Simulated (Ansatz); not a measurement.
C2H6Se, charge +1, doublet, at a GFN2-xTB geometry (a state made from the parent by changing its charge; the spin is typed, not shown lowest). Base run: BLYP/def2-SVP (Ansatz, an electronic-structure program).

Ansatz was given this input:
Ansatz 0.2 input:
```yaml
crystal:
  periodic: [false, false, false]
  atoms:
    - {symbol: C, position_ang: [1.43646973, -0.33192309, 0.77233591]}
    - {symbol: Se, position_ang: [0.01776368, 0.16430934, -0.42584659]}
    - {symbol: C, position_ang: [-1.49741081, -0.23176581, 0.68859745]}
    - {symbol: H, position_ang: [1.39335021, -1.40350688, 0.97191605]}
    - {symbol: H, position_ang: [2.39274490, -0.08971693, 0.31358720]}
    - {symbol: H, position_ang: [1.33371012, 0.20249750, 1.71688143]}
    - {symbol: H, position_ang: [-1.44849712, -1.26424698, 1.03489391]}
    - {symbol: H, position_ang: [-2.41075515, -0.07687321, 0.11817061]}
    - {symbol: H, position_ang: [-1.49887155, 0.42746234, 1.55773464]}
basis:
  gaussian:
    orbitals: def2-SVP
hamiltonian:
  xc: blyp
total_charge: 1
magnetization: {spin_polarized: true, initial_magnetization: 1}
```

Variants of this job, named by their change:

| change | ΔE vs base (eV) |
|---|---|
| base | 0.00 |
| symmetry_tolerance_ang = 0.01 | 0.00 |
| occupation = up:A:14 B:12 down:A:14 B:11 | 0.00 |
| occupation = up:A:13 B:13 down:A:14 B:11 | 7.62 |
| occupation = up:A:15 B:11 down:A:14 B:11 | 7.09 |
